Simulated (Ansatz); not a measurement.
Isolated molecules relaxed with PBE0-D4/def2-TZVP in Ansatz; ΔE leaves out vibrations. CBS: MP2 limit from def2 TZ/QZ plus the TZ coupled-cluster correction, frozen cores. DFT in def2-TZVPP. def2 core potentials past Kr. For Ge, Sn outer-core shells are correlated without core-valence functions, which leaves a few kJ/mol of doubt a bond. Scalar relativity is left out up to krypton. Each species was taken in one conformer, which may not be the lowest.

Reaction (redistribution): `CO[SiH2][O][GeH3]` + `C[CH2][SnH3]` → `CO[SiH2][SnH3]` + `CC[O][GeH3]`

`CO[SiH2][O][GeH3]`:

Z-matrix (Å, degrees):
```
C
O 1 1.407
H 1 1.097 2 111.7
H 1 1.096 2 111.4 3 121.5
H 1 1.091 2 108.4 3 -119.4
Si 2 1.642 1 124.1 3 -48.9
O 6 1.620 2 107.3 1 167.4
H 6 1.491 2 108.2 1 46.6
H 6 1.485 2 111.3 1 -74.1
Ge 7 1.782 6 131.1 2 -31.1
H 10 1.534 7 108.4 6 77.5
H 10 1.533 7 105.0 6 -163.0
H 10 1.537 7 108.8 6 -43.7
```

`C[CH2][SnH3]`:

Cartesian coordinates in Å:
```
C 1.116 -0.950 -0.364
C -0.012 -0.029 -0.804
Sn -1.033 0.905 0.842
H 1.879 -0.412 0.205
H 0.751 -1.762 0.271
H 1.615 -1.410 -1.222
H 0.362 0.770 -1.449
H -0.762 -0.575 -1.382
H 0.077 1.833 1.755
H -1.703 -0.296 1.860
H -2.287 1.927 0.288
```

`CO[SiH2][SnH3]`:

Cartesian coordinates in Å:
```
C 0.995 -0.371 -1.733
O 1.192 0.667 -0.802
Si 0.809 0.520 0.792
Sn -1.701 0.062 1.149
H 1.562 -1.269 -1.461
H -0.065 -0.642 -1.816
H 1.339 -0.025 -2.708
H 1.200 1.803 1.425
H 1.585 -0.593 1.416
H -2.194 -1.404 0.418
H -2.673 1.310 0.501
H -2.048 -0.059 2.819
```

`CC[O][GeH3]`:

Z-matrix (Å, degrees):
```
C
C 1 1.509
H 1 1.092 2 110.4
H 1 1.093 2 110.6 3 120.2
H 1 1.092 2 110.4 3 -119.7
O 2 1.412 1 109.0 3 59.8
H 2 1.101 1 109.9 3 -61.5
H 2 1.101 1 109.9 3 -178.9
Ge 6 1.779 2 118.0 1 179.7
H 9 1.542 6 109.0 2 -60.0
H 9 1.542 6 109.1 2 59.8
H 9 1.531 6 105.0 2 179.9
```

```tsv
level	ΔE (kcal/mol)
PBE0	34.1
SCS-MP2/def2-TZVPP	41.1
```

Problem. What does CCSD(T)/CBS give? (Estimate.)

Solution. Computed: +39.0 kcal/mol. The listed levels differ from it by -4.9, 2.1 kcal/mol.

Largest T1 diagnostic among the species: 0.013.

From PBE to PBE0 (25 % exact exchange), in def2-TZVPP and without D4, ΔE moves by +2.4 kcal/mol.
